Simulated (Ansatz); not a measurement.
`OB(F)[SiH3]` + H₂ → `FB[SiH3]` + H₂O at 298.15 K and 1 bar (hydrogenolysis of a B–O bond).

Program: Ansatz. Geometries: PBE0-D4/def2-TZVP. ΔE: electronic, gas phase. CBS: MP2 limit from def2 TZ/QZ plus the TZ coupled-cluster correction, frozen cores. This one scheme is used for every species. One conformer a species, not always the lowest.

| species | CCSD(T)/CBS energy (Eh) | H − E (kJ/mol) | S (J/(mol·K)) |
| --- | --- | --- | --- |
| `OB(F)[SiH3]` | -491.34397 | 139.5 | 316.4 |
| H₂ | -1.17544 | 35.1 | 130.4 |
| `FB[SiH3]` | -416.08982 | 118.1 | 297.3 |
| H₂O | -76.37941 | 66.4 | 188.7 |

H − E and S are ideal-gas, rigid-rotor, harmonic terms from PBE0-D4/def2-TZVP, for one conformer and one mirror image of each species. The MP2-based limit puts H₂ 0.8 mEh under its directly extrapolated value; such offsets cancel only in part. 1 Eh = 2625.50 kJ/mol, R = 8.31446 J/(mol·K).

Task: By hand: ΔE, ΔH, ΔS and ΔG.

Result: ΔE = (-416.08982) + (-76.37941) − (-491.34397) − (-1.17544) = 0.05018 Eh = 131.7 kJ/mol. Δ(H − E) = 118.1 + 66.4 − 139.5 − 35.1 = 9.9, so ΔH = 141.6 kJ/mol. ΔS = 297.3 + 188.7 − 316.4 − 130.4 = 39.2 J/(mol·K). ΔG = 141.6 − 298.15 × (39.2)/1000 = 129.9 kJ/mol.

Task: By hand: the equilibrium constant, and the temperature at which ΔG would vanish if ΔH and ΔS stayed fixed.

Result: log₁₀ K = −ΔG/(RT ln 10) = -22.8. ΔG = 0 at ΔH/ΔS = 3612 K, far beyond where these terms or the molecules hold.

ΔH outweighs TΔS. A doubt of 5 kJ/mol in ΔE shifts log₁₀ K by 0.9 here. Other conformers and mirror images would add mixing entropy, several J/(mol·K) or more a flexible species. Modes under 60 cm⁻¹, often nearly free rotors, make the harmonic entropy too high. These are equilibria of isolated gas molecules and say nothing of rates. Largest T1 diagnostic: 0.014 (customary marks: 0.02 for closed shells, 0.045 for open ones).
